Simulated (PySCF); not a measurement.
Molfile (atoms numbered from 1):
```
C6H15PS
     RDKit          3D

 23 22  0  0  0  0  0  0  0  0999 V2000
    2.8743    0.3621    0.6817 C   0  0  0  0  0  0  0  0  0  0  0  0
    1.9643   -0.4344   -0.2385 C   0  0  0  0  0  0  0  0  0  0  0  0
    0.4210   -0.9876    0.5828 P   0  0  0  0  0  5  0  0  0  0  0  0
    0.7199   -2.0613    2.1897 S   0  0  0  0  0  0  0  0  0  0  0  0
   -0.4848   -1.8685   -0.7457 C   0  0  0  0  0  0  0  0  0  0  0  0
   -1.8408   -2.3864   -0.2954 C   0  0  0  0  0  0  0  0  0  0  0  0
   -0.5441    0.5327    0.9335 C   0  0  0  0  0  0  0  0  0  0  0  0
   -0.8578    1.4393   -0.2453 C   0  0  0  0  0  0  0  0  0  0  0  0
    3.0450   -0.1933    1.6163 H   0  0  0  0  0  0  0  0  0  0  0  0
    2.4370    1.3381    0.9432 H   0  0  0  0  0  0  0  0  0  0  0  0
    3.8476    0.5510    0.2048 H   0  0  0  0  0  0  0  0  0  0  0  0
    1.6971    0.1286   -1.1491 H   0  0  0  0  0  0  0  0  0  0  0  0
    2.4569   -1.3652   -0.5645 H   0  0  0  0  0  0  0  0  0  0  0  0
   -0.5642   -1.2008   -1.6205 H   0  0  0  0  0  0  0  0  0  0  0  0
    0.1766   -2.7030   -1.0311 H   0  0  0  0  0  0  0  0  0  0  0  0
   -2.5417   -1.5638   -0.0843 H   0  0  0  0  0  0  0  0  0  0  0  0
   -2.2968   -3.0205   -1.0701 H   0  0  0  0  0  0  0  0  0  0  0  0
   -1.7316   -2.9811    0.6240 H   0  0  0  0  0  0  0  0  0  0  0  0
    0.0298    1.0558    1.7154 H   0  0  0  0  0  0  0  0  0  0  0  0
   -1.4585    0.1748    1.4334 H   0  0  0  0  0  0  0  0  0  0  0  0
   -1.4187    2.3256    0.0882 H   0  0  0  0  0  0  0  0  0  0  0  0
    0.0557    1.8008   -0.7422 H   0  0  0  0  0  0  0  0  0  0  0  0
   -1.4739    0.9311   -1.0028 H   0  0  0  0  0  0  0  0  0  0  0  0
  1  2  1  0
  2  3  1  0
  3  4  2  0
  3  5  1  0
  5  6  1  0
  3  7  1  0
  7  8  1  0
  1  9  1  0
  1 10  1  0
  1 11  1  0
  2 12  1  0
  2 13  1  0
  5 14  1  0
  5 15  1  0
  6 16  1  0
  6 17  1  0
  6 18  1  0
  7 19  1  0
  7 20  1  0
  8 21  1  0
  8 22  1  0
  8 23  1  0
M  END
```

Geometry: PBE0-D3(BJ)/def2-SVP; GIAO shifts from PySCF, gas phase, non-relativistic, averaged over equivalent atoms.

At BP86/pcSseg-1 (225 basis functions, 61 s wall time on 1 thread of an Arm Neoverse V1, shared host):
```csv
atoms,δ (ppm)
C2/C5/C7,28.1
C1/C6/C8,8.2
P3,37.3
S4,-246.7
H12/H13/H14/H15/H19/H20,1.49
H9/H10/H11/H16/H17/H18/H21/H22/H23,1.08
```

Referencing at the same level of theory: ¹³C (σ = 179.74 ppm) and ¹H (σ = 31.27 ppm) vs TMS; ³¹P (σ = 294.54 ppm) against H3PO4; ³³S (σ = 490.12 ppm) against CS2.

Question: Estimate the result of repeating the calculation with B97-2/pcSseg-1.

Answer: 
| atoms | δ at B97-2/pcSseg-1 | change |
| --- | --- | --- |
| C2/C5/C7 | 25.8 | -2.3 |
| C1/C6/C8 | 8.3 | +0.1 |
| P3 | 33.4 | -3.9 |
| S4 | -270.7 | -24.0 |
| H12/H13/H14/H15/H19/H20 | 1.39 | -0.10 |
| H9/H10/H11/H16/H17/H18/H21/H22/H23 | 1.08 | +0.00 |

Scale: ¹³C (183.69 ppm), ¹H (31.38 ppm) vs TMS; ³¹P (316.18 ppm) against H3PO4; CS2 for ³³S (499.83 ppm) (reference shieldings calculated alike).

The largest change is at S4 (sulfur bonded to P). Cost: 225 basis functions, 39 s wall time on 1 thread of an Arm Neoverse V1, shared host.

Experimental scales use liquid or dissolved standards, which lie at an offset from isolated H3PO4.
